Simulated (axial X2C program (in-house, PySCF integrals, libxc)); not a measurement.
## Nuclear properties of TiS⁺

Calculated with an in-house all-electron X2C program for linear molecules (integrals from PySCF): two-component X2C with atomic mean-field Coulomb and Gaunt terms, Gaussian nuclei, basis Ti dyall-cv3z, S dyall-av3z with contracted cores.

R = 2.027 Å (near the PBE0 minimum at charge 1 of the determinant lowest at the starting distance; the state shown can have its own minimum elsewhere).

Input and command:
```json
{"zs": [22, 16], "q": 1, "bas": ["dyall-cv3z", "dyall-av3z"], "r0": 2.11, "levels": ["PBE0", "HF", "TPSSh", "LDA", "B3LYP"], "nst": 3}
```
```bash
python soeom.py task.json out
```

Keys: zs atomic numbers; q charge; bas basis sets; r0 starting distance in Å; levels methods; nst determinants followed.

Determinant lowest in the PBE0 search, Ω = 3/2 (⟨Sz⟩ = -0.50, ⟨Lz⟩ = 2.00 at PBE0), spin on the atoms Ti -0.70, S 0.20:

```tsv
level	Eeff magnitude (GV/cm)	Ws magnitude Ti (kHz)	Ws magnitude S (kHz)	A∥/gI Ti (MHz)	qzz Ti (a.u.)	A∥/gI S (MHz)	qzz S (a.u.)
PBE0	0.0497	0.0143	0.00338	384	-0.19	-17.6	-0.86
HF	0.334	0.0871	0.00733	542	0.28	-23.9	0.18
TPSSh	0.0482	0.0136	0.0024	401	-0.26	-3.62	-0.82
LDA	0.03	0.0085	0.00137	354	-0.45	-2.73	-0.87
B3LYP	0.0509	0.0138	0.00197	375	-0.24	-10.7	-0.83
```

Eeff is the effective electric field on the electron electric dipole moment in this Ω state and Ws the scalar–pseudoscalar constant of the nucleus named (defined with the proton number Z and per Ω); A∥ (defined per Ω) follows by multiplying with gI = μI/(I μN); qzz is the electric field gradient, eQq0 = 234.96 MHz × Q/barn × qzz. The operators were transformed with the bare-nucleus X2C matrices; with these basis sets, hyperfine constants and field gradients can be off by tens of per cent, and where levels differ in sign neither size nor sign is settled.

Task: With gI(47Ti) = -0.3154 (g factors from the IAEA table of nuclear moments by Stone), turn the PBE0 values of the first state into constants in MHz.

Result: A∥(47Ti) = 384 × -0.3154 = -121 MHz.

Each state is one determinant with collinear spin. Unrestricted Hartree–Fock can overshoot spin polarisation at the nuclei. Where Eeff spreads by more than a factor of two the levels disagree and none is to be relied on. At HF a later determinant lies lower. The search compared states at one distance, so a state with another bond length can lie lower. Further determinants of the search, some of them spin-mixed, are not shown. Where a field gradient or hyperfine factor spreads by more than a factor of two over the levels, a constant derived from it is not to be relied on.
